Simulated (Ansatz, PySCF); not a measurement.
Cd(NH2)(SMe) (CH₅CdNS), SMILES C[S][Cd][NH2].

The structure is a stationary point at PBE0-D3(BJ)/def2-SVP. The structure was generated by enumeration; whether it is a known compound was not checked. The def2 effective core potentials stand for the cores of Cd; spin–orbit coupling is left out. The values are those of a single conformer.

Vertical ionisation energy (IE) and electron affinity (EA) in eV. Rows of orbital energies are one-electron estimates. Where ΔSCF, EOM or ADC give a negative EA the extra electron is unbound and the value depends on the basis.

```tsv
level	IE	EA
−ε(HOMO), −ε(LUMO), ωB97X/def2-TZVP (PySCF)	8.86	-1.01
−ε(HOMO), −ε(LUMO), PBE/def2-TZVP (PySCF)	5.35	1.67
ΔSCF, PBE0/def2-SVPD (Ansatz), final states of multiplicity 2 and 2	8.57	-0.54
ΔSCF, PBE/def2-SVPD (Ansatz), final states of multiplicity 2 and 2	8.24	-0.42
```

### Question
What vertical singlet–triplet gap does ΔSCF give with PBE0/def2-SVPD (Ansatz, a first-principles code) and with PBE/def2-SVPD (Ansatz)? (An estimate is asked for; the answer gives what the named calculation found.)

### Answer
4.14 and 3.71 eV (triplet above singlet where positive).
